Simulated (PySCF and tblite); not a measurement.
The numbers below are computed, except where a source is named.
## Rotation: stationary points, barriers and rates

System: C4H6B2O2, numbered as in [BH2:1][O:2][BH:3][c:4]1[cH:5][cH:6][cH:7][o:8]1.

Motion: rotation about the B3–C4 bond (torsion O2–B3–C4–C5 from 0° to 179°, rising). Geometries: GFN2-xTB; energies: PBE0/pcSseg-1 + D3(BJ); zero-point and thermal terms from GFN2-xTB harmonic modes (soft modes blended into free rotors). Rates follow Eyring's equation with the number of equivalent paths and no tunnelling. Programs: tblite and PySCF.

```
 point  symmetry  E(GFN2) kcal/mol  E(DFT) kcal/mol  ZPE change kcal/mol  lowest mode cm⁻¹  dipole D
 start        Cs               0.0              0.0                 0.00                68      1.56
saddle        C1               5.1              9.9                -0.14               82i      0.63
   end        Cs               0.1             -0.8                 0.03                63      1.69
```

```json
{
 "Electronic barrier": "9.9 kcal/mol",
 "Barrier with zero-point energy": "9.8 kcal/mol",
 "ΔH‡ (298 K)": "9.3 kcal/mol",
 "ΔS‡ (298 K, symmetry apart)": "-3.2 cal/(mol K)",
 "Paths": "2 equivalent paths",
 "End point": "a different minimum",
 "Mean lifetime of the start against this motion at 298 K": "2.7 µs",
 "Cost": "3.9 min on 1 thread of Intel Xeon @ 2.50GHz, shared host (rough), peak memory 0.93 GiB, launched as `OMP_NUM_THREADS=1 python ens_run.py task.json out`"
}
```

```csv
T/K,ΔG‡ kcal/mol,k s⁻¹,ΔG kcal/mol,k back s⁻¹
150,9.9,0.02,-0.8,0.0016
200,10.0,88,-0.7,14
250,10.2,1.4×10⁴,-0.7,3200
298,10.3,3.7×10⁵,-0.7,1.1×10⁵
350,10.4,4.7×10⁶,-0.7,1.7×10⁶
400,10.5,2.9×10⁷,-0.7,1.2×10⁷
500,10.8,3.8×10⁸,-0.7,2×10⁸
```

ΔG and ΔG‡ leave out symmetry numbers and mirror images; rates count paths: 2 out, 2 back.
